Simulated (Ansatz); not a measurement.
`N#C[CH2][GeH2][F]` + H–F → `N#CCF` + `[F][GeH3]` at 600 K and 1 bar (substitution at a C–Ge bond).

Isolated molecules relaxed with PBE0-D4/def2-TZVP in Ansatz; ΔE leaves out vibrations. CCSD(T)/CBS is the MP2 limit (def2-TZVPP, def2-QZVPP) plus CCSD(T) − MP2 in def2-TZVPP, frozen cores. This one scheme is used for every species. For Ge outer-core shells are correlated without core-valence functions, which leaves a few kJ/mol of doubt a bond. Scalar relativity is left out up to krypton. One conformer a species, not always the lowest.

```csv
species,CCSD(T)/CBS energy (Eh),H − E (kJ/mol),S (J/(mol·K))
`N#C[CH2][GeH2][F]`,-2309.13510,198.9,428.5
H–F,-100.39570,42.3,194.0
`N#CCF`,-231.76125,136.2,323.2
`[F][GeH3]`,-2177.72589,97.6,296.3
```

H − E and S are ideal-gas, rigid-rotor, harmonic terms from PBE0-D4/def2-TZVP, for one conformer and one mirror image of each species. 1 Eh = 2625.50 kJ/mol, R = 8.31446 J/(mol·K).

By hand: ΔE, ΔH, ΔS and ΔG.

ΔE = (-231.76125) + (-2177.72589) − (-2309.13510) − (-100.39570) = 0.04366 Eh = 114.6 kJ/mol. Δ(H − E) = 136.2 + 97.6 − 198.9 − 42.3 = -7.4, so ΔH = 107.2 kJ/mol. ΔS = 323.2 + 296.3 − 428.5 − 194.0 = -3.0 J/(mol·K). ΔG = 107.2 − 600 × (-3.0)/1000 = 109.0 kJ/mol.

By hand: the equilibrium constant, and the temperature at which ΔG would vanish if ΔH and ΔS stayed fixed.

log₁₀ K = −ΔG/(RT ln 10) = -9.5. ΔH and −TΔS have one sign here, so there is no such temperature. One of them is within its doubt of zero, so this could turn.

The number of gas molecules stays the same, so ΔS is small and ΔH decides. A doubt of 5 kJ/mol in ΔE shifts log₁₀ K by 0.4 here. Other conformers and mirror images would add mixing entropy, several J/(mol·K) or more a flexible species. Modes under 60 cm⁻¹, often nearly free rotors, make the harmonic entropy too high. These are equilibria of isolated gas molecules and say nothing of rates. Largest T1 diagnostic: 0.013 (customary marks: 0.02 for closed shells, 0.045 for open ones).
